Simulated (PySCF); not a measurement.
## Correlation energy of F⁺ (fluorine, charge +1)

[He] 2s2 2p4, high-spin 3P determinant. All numbers are calculated (PySCF 2.14, scalar relativity by spin-free X2C-1e, in jorge-DZP-DKH (4s2p1d, 15 functions)). Frozen: 1s2; 6 electrons correlated.

MP2 pair energies summed by pair of shells (mhartree):

| pair | energy | share (%) |
| --- | --- | --- |
| 2s-2p | -42.08 | 46.6 |
| 2p-2p | -40.64 | 45.0 |
| 2s-2s | -7.66 | 8.5 |

Total MP2 correlation energy: -90.38 mhartree.

Same-spin part -21.32 and opposite-spin part -69.06 mhartree; SCS-MP2 scales them by 1/3 and 6/5 to -89.98 mhartree.

```csv
level,correlation energy (mhartree)
CCSD,-103.46
(T),-0.88
CCSD(T),-104.34
```

Diagnostics: T1 = 0.0045, D1 = 0.0078, largest double amplitude 0.037.

Cost of the coupled-cluster step: 0.07 s of wall time on 1 thread of Neoverse-V2 (shared host), for 6 correlated electrons.
